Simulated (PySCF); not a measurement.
SiClI, SMILES Cl[Si]I (connectivity only; charge and spin as stated), neutral, multiplicity 1.

Geometry: B3LYP-D3(BJ)/def2-TZVP. The def2 effective core potentials stand for the cores of I; spin–orbit coupling is left out.

Computed with B3LYP/def2-TZVPD (PySCF).

Gas-phase values at a fixed geometry.

```
Item                                                                                                             Value
---------------------------------------------------------------------------------------------  -----------------------
total energy                                                                                       -1047.61145 hartree
point group                                                                                                         Cs
highest occupied level                                                                                        -7.23 eV
lowest empty level                                                                                            -3.32 eV
orbital gap                                                                                                    3.91 eV
dipole moment                                                                                                   0.98 D
quadrupole, principal values (traceless, Buckingham form, about the centre of nuclear charge)    -4.05, 1.84, 2.20 D·Å
mean static polarisability                                                                       84.6 bohr³ (12.54 Å³)
polarisability, principal values                                                               61.9, 77.6, 114.4 bohr³
```
